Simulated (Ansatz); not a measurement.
Geometry optimisation, RKS LDA/def2-SVP in Ansatz 0.2.0.

Input file:

```yaml
crystal:
  periodic: [false, false, false]
  atoms:
    - { symbol: F, position_ang: [-1.18213, -1.12361, 1.4329] }
    - { symbol: Si, position_ang: [-0.47769, 0.13122, 0.72956] }
    - { symbol: C, position_ang: [0.4908, -0.13685, -0.7377] }
    - { symbol: F, position_ang: [0.2181, -1.1792, -1.56906] }
    - { symbol: Cl, position_ang: [1.25097, 1.17484, -1.59469] }
    - { symbol: H, position_ang: [-0.30004, 1.13359, 1.739] }
basis:
  gaussian: { orbitals: def2-SVP }
hamiltonian:
  xc: lda
relax:
  f_tol: 0.015
  max_steps: 40
```

Launched with:

```bash
$ ansatz run input.yaml --threads 1 --pin off --max-ram 2048MiB --backend cpu --events-out ev --progress --plain --runs-dir out
```

**Question.** Where does it end, and by what steps?

**Answer.** The run converged. After 10 steps the energy has fallen by 0.199 eV; H6 moved furthest, 0.26 Å.

```json
{"step": "0", "energy less start (eV)": "0.0000", "largest force component (eV/Å)": "1.496", "accepted": "yes"}
{"step": "1", "energy less start (eV)": "-0.0704", "largest force component (eV/Å)": "1.552", "accepted": "yes"}
{"step": "2", "energy less start (eV)": "-0.1009", "largest force component (eV/Å)": "1.524", "accepted": "yes"}
{"step": "3", "energy less start (eV)": "-0.1314", "largest force component (eV/Å)": "1.216", "accepted": "yes"}
{"step": "4", "energy less start (eV)": "-0.1831", "largest force component (eV/Å)": "0.272", "accepted": "yes"}
{"step": "5", "energy less start (eV)": "-0.1892", "largest force component (eV/Å)": "0.168", "accepted": "yes"}
{"step": "6", "energy less start (eV)": "-0.1964", "largest force component (eV/Å)": "0.129", "accepted": "yes"}
{"step": "7", "energy less start (eV)": "-0.1982", "largest force component (eV/Å)": "0.099", "accepted": "yes"}
{"step": "8", "energy less start (eV)": "-0.1988", "largest force component (eV/Å)": "0.054", "accepted": "yes"}
{"step": "9", "energy less start (eV)": "-0.1988", "largest force component (eV/Å)": "0.051", "accepted": "no"}
{"step": "10", "energy less start (eV)": "-0.1989", "largest force component (eV/Å)": "0.014", "accepted": "yes"}
```

```xyz
6
Properties=species:S:1:pos:R:3
F -1.209 -1.166 1.421
Si -0.642 0.153 0.667
C 0.389 -0.134 -0.738
F 0.344 -1.196 -1.508
Cl 1.185 1.203 -1.472
H -0.068 1.140 1.630
```

Whether the end is a true minimum wasn't checked by a vibrational analysis.

Time of the run: 12 s on 1 thread of Intel(R) Xeon(R) 6975P-C (Granite Rapids), with other jobs on the host, peak memory 0.16 GiB.
